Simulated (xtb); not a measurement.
Si(F)2(H)(SH) (F2H2SSi), SMILES F[SiH](F)S. All values are semi-empirical tight-binding results from xtb (GFN2-xTB unless named), good for trends rather than for accurate numbers. Geometry: GFN2-xTB. Other conformers were not sampled.

```json
{
 "orbital_gap": "5.19 eV",
 "zero_point_energy": "14.2 kcal/mol",
 "G − E(el) at 298.15 K (modified RRHO)": "-4.6 kcal/mol",
 "static polarisability (D4 model)": "57.8 bohr³",
 "solvation energy, GFN2-xTB/ALPB(water)": "-0.1 kcal/mol",
 "solvation energy, GFN2-xTB/ALPB(dmf)": "-2.9 kcal/mol"
}
```
